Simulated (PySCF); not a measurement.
## Working out the ionisation energy of Pm

Pm [Xe] 4f5 6s2 (high-spin determinant) → Pm⁺ [Xe] 4f5 6s1 (high-spin determinant). Computed with PySCF 2.14 in x2c-TZVPPall (11s7p7d4f2g, 113 functions), with scalar relativity by spin-free X2C-1e. Frozen: [Ar] 3d10. Energies in hartree (1 hartree = 27.21139 eV):

```tsv
part	Pm (lower)	Pm⁺ (upper)
UHF	-10016.114771	-10015.948019
MP2 opposite-spin	-0.686872	-0.659176
MP2 same-spin	-0.432337	-0.426187
```

What does Hartree-Fock give?

(-10015.948019) − (-10016.114771) = 0.166752 hartree = 4.538 eV.

What do MP2 and SCS-MP2 (6/5 opposite-spin, 1/3 same-spin) give?

The opposite-spin parts differ by 0.754 eV and the same-spin parts by 0.167 eV. MP2: 4.538 + (0.754) + (0.167) = 5.459 eV. SCS-MP2: 4.538 + 1.2 × (0.754) + (0.167)/3 = 5.498 eV.

A first-order spin-orbit estimate adds 0.000 eV to MP2 (valence and next inner shell), giving 5.459 eV against 5.582 eV (measured; NIST Atomic Spectra Database, ionization energies).

One determinant mixes LS terms, so it does not stand for a single term.

What remains against the reference includes basis incompleteness, the frozen core and correlation beyond second order.
